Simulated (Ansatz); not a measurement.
Steps of a relaxation of H4HfO3S (`[OH][Hf]([OH])([OH])[SH]`) with RKS PBE0-D4/def2-TZVP.

```sh
$ ansatz run in.yaml --threads 4 --pin off --events-out ev --progress --plain --max-ram 10444MiB
```

```yaml
crystal:
  periodic: [false, false, false]
  atoms:
    - {symbol: O, position_ang: [-1.222250, -0.315420, 1.401390]}
    - {symbol: Hf, position_ang: [-0.062020, -0.101090, -0.045890]}
    - {symbol: O, position_ang: [1.754210, 0.289310, 0.158450]}
    - {symbol: O, position_ang: [-0.029390, -1.792780, -0.847600]}
    - {symbol: S, position_ang: [-0.905710, 1.970330, -0.977330]}
    - {symbol: H, position_ang: [-1.798470, 0.433630, 1.596290]}
    - {symbol: H, position_ang: [2.343230, -0.467890, 0.064660]}
    - {symbol: H, position_ang: [-0.411660, -2.474850, -0.284190]}
    - {symbol: H, position_ang: [0.332040, 2.458750, -1.065790]}
basis:
  gaussian: {orbitals: def2-TZVP}
hamiltonian: {xc: pbe0, dispersion: d4}
relax: {f_tol: 0.005, max_steps: 150}
```

Positions (Å) and forces (eV/Å) along the path, 16 of 38 steps:

```xyz
9
step=1 energy=-18346.9851 eV
O    -1.222   -0.315    1.401   -1.570    0.077    2.296
Hf   -0.062   -0.101   -0.046   -0.686    1.937   -1.448
O     1.754    0.289    0.158    2.692   -0.042    0.765
O    -0.029   -1.793   -0.848   -0.266   -2.433   -0.845
S    -0.906    1.970   -0.977   -0.775    0.599   -0.681
H    -1.798    0.434    1.596   -0.013   -0.308    0.336
H     2.343   -0.468    0.065    0.328    0.397    0.037
H    -0.412   -2.475   -0.284   -0.007   -0.308   -0.448
H     0.332    2.459   -1.066    0.296    0.080   -0.012
9
step=2 energy=-18347.5341 eV
O    -1.212   -0.294    1.486    0.092    0.357   -0.045
Hf   -0.063   -0.055   -0.070   -0.101    0.285   -0.172
O     1.833    0.269    0.284    0.005   -0.485   -0.039
O    -0.070   -1.826   -0.896   -0.260    0.107    0.244
S    -0.973    2.030   -1.150    0.387   -0.499    0.043
H    -1.822    0.416    1.716    0.040   -0.240    0.192
H     2.451   -0.447    0.078   -0.049    0.466    0.173
H    -0.461   -2.537   -0.374    0.045   -0.071   -0.346
H     0.315    2.442   -1.074   -0.160    0.081   -0.050
9
step=6 energy=-18347.9013 eV
O    -1.147   -0.077    1.514   -0.195    0.186    0.441
Hf   -0.051   -0.121   -0.057   -0.364    0.127    0.036
O     1.781    0.235    0.392    0.495   -0.117    0.047
O    -0.391   -1.796   -0.918    0.004   -0.414   -0.138
S    -0.769    1.685   -1.578    0.038    0.100   -0.084
H    -1.599    0.310    2.265    0.179   -0.154   -0.273
H     2.696   -0.034    0.454   -0.177    0.098    0.011
H    -0.736   -2.687   -0.948    0.064    0.203   -0.018
H     0.216    2.486   -1.124   -0.045   -0.030   -0.022
9
step=7 energy=-18347.9108 eV
O    -1.188   -0.006    1.556    0.004   -0.052   -0.071
Hf   -0.105   -0.118   -0.021    0.136    0.035    0.052
O     1.737    0.206    0.413   -0.063    0.027   -0.023
O    -0.369   -1.809   -0.893   -0.025    0.074    0.006
S    -0.741    1.670   -1.613    0.037    0.060   -0.018
H    -1.558    0.178    2.411   -0.028    0.028    0.064
H     2.683    0.123    0.464    0.029   -0.043    0.015
H    -0.793   -2.641   -1.071   -0.013   -0.083   -0.011
H     0.334    2.397   -1.245   -0.077   -0.045   -0.014
9
step=9 energy=-18347.9186 eV
O    -1.150   -0.012    1.552   -0.002    0.025   -0.005
Hf   -0.086   -0.110   -0.041    0.009   -0.037    0.033
O     1.762    0.177    0.396   -0.008    0.024   -0.011
O    -0.397   -1.793   -0.905    0.000    0.016   -0.017
S    -0.738    1.657   -1.654   -0.026   -0.014   -0.020
H    -1.554    0.249    2.372    0.005   -0.002   -0.010
H     2.691    0.009    0.512    0.010   -0.011    0.004
H    -0.734   -2.672   -1.042   -0.003   -0.012    0.001
H     0.207    2.494   -1.190    0.016    0.011    0.024
9
step=10 energy=-18347.9079 eV rejected
O    -1.139    0.027    1.528   -0.067    0.087    0.133
Hf   -0.072   -0.118   -0.061   -0.043   -0.031    0.054
O     1.772    0.150    0.403    0.209   -0.022    0.007
O    -0.410   -1.805   -0.901   -0.020   -0.100   -0.061
S    -0.705    1.618   -1.717    0.436    0.457    0.363
H    -1.519    0.304    2.358    0.069   -0.055   -0.156
H     2.702   -0.024    0.530   -0.197    0.034   -0.029
H    -0.726   -2.690   -1.059    0.032    0.093    0.027
H     0.095    2.537   -1.079   -0.420   -0.464   -0.337
9
step=14 energy=-18347.9208 eV
O    -1.137    0.030    1.532    0.005    0.007   -0.007
Hf   -0.065   -0.123   -0.050   -0.005   -0.003    0.005
O     1.782    0.152    0.404   -0.003   -0.004    0.001
O    -0.393   -1.805   -0.912    0.000   -0.005   -0.004
S    -0.693    1.618   -1.699    0.043    0.044    0.031
H    -1.545    0.303    2.346   -0.001   -0.002    0.003
H     2.709   -0.029    0.511    0.002    0.000   -0.002
H    -0.739   -2.682   -1.047    0.004    0.008    0.003
H     0.081    2.536   -1.085   -0.044   -0.046   -0.029
9
step=16 energy=-18347.9212 eV
O    -1.133    0.049    1.521    0.009    0.010   -0.004
Hf   -0.054   -0.124   -0.055   -0.033   -0.020    0.002
O     1.792    0.135    0.411    0.011   -0.001    0.002
O    -0.389   -1.806   -0.914    0.006    0.003    0.000
S    -0.676    1.605   -1.717    0.056    0.055    0.046
H    -1.538    0.323    2.337    0.001   -0.005    0.000
H     2.719   -0.052    0.513   -0.004    0.004   -0.004
H    -0.739   -2.680   -1.047    0.001    0.003    0.002
H     0.019    2.549   -1.050   -0.046   -0.050   -0.044
9
step=21 energy=-18347.9208 eV rejected
O    -1.161    0.128    1.506    0.058   -0.052   -0.175
Hf   -0.063   -0.130   -0.046    0.061   -0.021   -0.014
O     1.778    0.088    0.466   -0.038   -0.003   -0.015
O    -0.393   -1.812   -0.903    0.105    0.346    0.086
S    -0.601    1.577   -1.761    0.018    0.014    0.019
H    -1.490    0.338    2.369   -0.069    0.040    0.173
H     2.716   -0.070    0.471   -0.002   -0.001    0.000
H    -0.702   -2.685   -1.094   -0.112   -0.303   -0.058
H    -0.083    2.567   -1.008   -0.019   -0.020   -0.016
9
step=23 energy=-18347.9229 eV
O    -1.154    0.133    1.494    0.003    0.004    0.009
Hf   -0.042   -0.127   -0.048   -0.037    0.004   -0.006
O     1.797    0.081    0.469    0.043   -0.012    0.003
O    -0.382   -1.808   -0.903    0.012    0.015   -0.001
S    -0.579    1.570   -1.773    0.025    0.033    0.041
H    -1.502    0.333    2.356    0.009   -0.004   -0.016
H     2.735   -0.083    0.474   -0.030    0.007    0.002
H    -0.734   -2.674   -1.078   -0.005   -0.013    0.003
H    -0.140    2.575   -0.990   -0.021   -0.033   -0.033
9
step=28 energy=-18347.9238 eV
O    -1.156    0.176    1.470   -0.003   -0.001   -0.004
Hf   -0.033   -0.126   -0.056    0.003    0.003    0.008
O     1.802    0.037    0.491    0.004   -0.003   -0.002
O    -0.377   -1.808   -0.907    0.000    0.001   -0.003
S    -0.523    1.568   -1.796   -0.001   -0.005   -0.006
H    -1.464    0.345    2.354    0.002    0.000    0.001
H     2.743   -0.107    0.482   -0.003    0.001    0.000
H    -0.734   -2.673   -1.078    0.000    0.000    0.001
H    -0.258    2.588   -0.959   -0.001    0.004    0.004
9
step=30 energy=-18347.9239 eV
O    -1.158    0.185    1.465   -0.005    0.002    0.003
Hf   -0.030   -0.126   -0.057    0.001   -0.005    0.000
O     1.804    0.027    0.497    0.006   -0.002   -0.002
O    -0.376   -1.807   -0.909    0.004    0.009    0.002
S    -0.511    1.567   -1.802    0.003    0.011    0.010
H    -1.454    0.349    2.353    0.003   -0.001   -0.004
H     2.745   -0.112    0.485   -0.005    0.001    0.000
H    -0.736   -2.671   -1.080   -0.003   -0.006    0.000
H    -0.286    2.588   -0.953   -0.004   -0.010   -0.009
9
step=31 energy=-18347.9239 eV
O    -1.158    0.185    1.464   -0.005    0.002    0.002
Hf   -0.030   -0.126   -0.057    0.001   -0.005    0.001
O     1.804    0.027    0.497    0.006   -0.002   -0.001
O    -0.376   -1.807   -0.909    0.004    0.009    0.002
S    -0.510    1.567   -1.802    0.003    0.012    0.010
H    -1.454    0.349    2.353    0.003   -0.001   -0.004
H     2.745   -0.112    0.486   -0.005    0.001    0.000
H    -0.736   -2.671   -1.080   -0.003   -0.006    0.000
H    -0.286    2.588   -0.953   -0.004   -0.010   -0.009
9
step=33 energy=-18347.9239 eV
O    -1.161    0.196    1.456   -0.001    0.000    0.007
Hf   -0.026   -0.127   -0.059   -0.004    0.010    0.001
O     1.806    0.014    0.504    0.014   -0.005    0.001
O    -0.375   -1.809   -0.909    0.007    0.015    0.000
S    -0.492    1.568   -1.805    0.001    0.009    0.008
H    -1.439    0.357    2.351    0.003   -0.002   -0.008
H     2.748   -0.117    0.489   -0.012    0.002    0.001
H    -0.738   -2.671   -1.084   -0.007   -0.015   -0.002
H    -0.324    2.588   -0.943   -0.002   -0.014   -0.008
9
step=36 energy=-18347.9240 eV
O    -1.162    0.199    1.454    0.001    0.001   -0.003
Hf   -0.025   -0.125   -0.059   -0.005   -0.008   -0.001
O     1.806    0.011    0.507    0.007    0.000    0.000
O    -0.374   -1.807   -0.909    0.004    0.006    0.000
S    -0.489    1.567   -1.808    0.000    0.000   -0.002
H    -1.436    0.357    2.351   -0.001    0.000    0.003
H     2.749   -0.121    0.492   -0.004    0.001    0.000
H    -0.738   -2.668   -1.084   -0.002   -0.004    0.001
H    -0.332    2.586   -0.943    0.000    0.003    0.001
9
step=38 energy=-18347.9240 eV
O    -1.162    0.202    1.452    0.001   -0.001   -0.002
Hf   -0.024   -0.126   -0.060    0.001    0.001    0.001
O     1.807    0.008    0.508   -0.005    0.000    0.000
O    -0.373   -1.807   -0.910   -0.001   -0.004   -0.002
S    -0.484    1.568   -1.809    0.000    0.002    0.001
H    -1.433    0.359    2.350   -0.001    0.000    0.001
H     2.749   -0.122    0.494    0.003    0.000    0.000
H    -0.738   -2.669   -1.083    0.001    0.004    0.001
H    -0.340    2.587   -0.941    0.000   -0.002   -0.002
```

It took 96 s on 4 threads of an Arm Neoverse V2 on a shared host, with 0.52 GiB of host memory at the peak.
